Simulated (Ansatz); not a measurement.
```yaml
crystal:
  periodic: [false, false, false]
  atoms:
    - {symbol: C, position_ang: [-1.248614, 1.061588, 0.818797]}
    - {symbol: Al, position_ang: [-0.202746, -0.459766, 1.458000]}
    - {symbol: S, position_ang: [2.033726, -0.453639, 1.152009]}
    - {symbol: S, position_ang: [1.026184, -1.558804, -0.286525]}
    - {symbol: C, position_ang: [0.928868, -0.457318, -1.712549]}
    - {symbol: H, position_ang: [-1.666520, 1.603745, 1.673825]}
    - {symbol: H, position_ang: [-0.663520, 1.777142, 0.236502]}
    - {symbol: Xx, position_ang: [-2.097253, 0.734962, 0.209231]}
    - {symbol: H, position_ang: [-0.755823, -1.529579, 2.484939]}
    - {symbol: H, position_ang: [1.931710, -0.309062, -2.110697]}
    - {symbol: H, position_ang: [0.305927, -0.960610, -2.455003]}
    - {symbol: H, position_ang: [0.484961, 0.496240, -1.434531]}
basis:
  gaussian: {orbitals: 6-31G, fitting: {mean_field: def2-universal-jkfit}}
hamiltonian: {xc: {name: BLYP}}
output: {forces: true}
```

```sh
$ ansatz run in.yaml --threads 4 --pin off --events-out ev --progress --plain --max-ram 10444MiB
```

Output, abridged:

```
Error: YAML parse error: error: line 11 column 16: `Xx` is not an element symbol (H … Og, case-exact)
 9 |     - {symbol: H, position_ang: [-1.666520, 1.603745, 1.673825]}
10 |     - {symbol: H, position_ang: [-0.663520, 1.777142, 0.236502]}
11 |     - {symbol: Xx, position_ang: [-2.097253, 0.734962, 0.209231]}
12 |     - {symbol: H, position_ang: [-0.755823, -1.529579, 2.484939]}
13 |     - {symbol: H, position_ang: [1.931710, -0.309062, -2.110697]}
```

**Question.** Something in this input is off. What?

**Answer.** An element symbol is wrong. The input was rejected before any iteration.
